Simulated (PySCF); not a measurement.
**What each rung costs, and what it gives**

Saddle point of SiNH₅ClF, singlet (SiNH₄Cl ([NH2][SiH2][Cl]) + HF → SiNH₄F ([NH2][SiH2][F]) + HCl; bonds formed: Si1–F7, Cl2–H6; bonds broken: Si1–Cl2, H6–F7), PBE0-D4/def2-TZVP structure:

```xyz
9
angstrom
Si -0.4056 -0.3211 0.0090
Cl 1.3474 -1.9640 0.7038
H -0.6539 -1.2913 -1.0849
H -1.4043 -0.5363 1.0721
N -0.3457 1.1130 -0.8828
H 1.3130 -0.5699 1.3045
F 0.7571 0.4445 1.2670
H -0.0876 2.0128 -0.5165
H -0.5205 1.1124 -1.8721
```

Barriers are electronic and count from the start structure reached by relaxing down the imaginary mode.

Program: PySCF 2.14 with density fitting (its default auxiliary sets; JK sets also for MP2 and CCSD(T)). Basis: as named in each row. Cores are frozen in the correlated methods. B3LYP uses VWN-RPA correlation. Extrapolation: Hartree–Fock as exp(−7.88 √X), correlation as X^−2.97.

Times are rough, for one single point on 4 threads of a shared host (AMD EPYC 7B13).

The estimate by CCSD(T) at an estimated basis limit (MP2 extrapolated from triple and quadruple zeta, plus CCSD(T) − MP2 in triple zeta) is 1.276 eV.

```tsv
method	basis	time (s)	barrier (eV)	method less estimate
HF	STO-3G	under 1	1.684	0.408
B3LYP-D4	6-31G	3	0.901	-0.375
PBE0-D4	def2-SVP	3	1.024	-0.252
PBE-D4	def2-SVP	4	0.815	-0.461
MP2	def2-QZVPP	4	1.238	-0.038
SPW92	def2-TZVPP	6	0.685	-0.591
PBE0-D4	def2-TZVPP	8	1.148	-0.128
B3LYP-D4	def2-TZVPP	8	1.195	-0.081
BHLYP-D4	def2-TZVPP	9	1.364	0.088
PBE-D4	def2-TZVPP	9	0.984	-0.292
r2SCAN-D4	def2-TZVPP	17	1.043	-0.233
CCSD(T)	def2-SVP	18	1.316	0.040
wB97M-V	def2-TZVPP	180	1.166	-0.111
CCSD(T)	def2-TZVPP	320	1.285	0.009
```

All methods are single points on the PBE0-D4 structures.

T1 diagnostic: at most 0.012.

Labels in which every atom is bracketed show which atoms are joined, not bond orders.
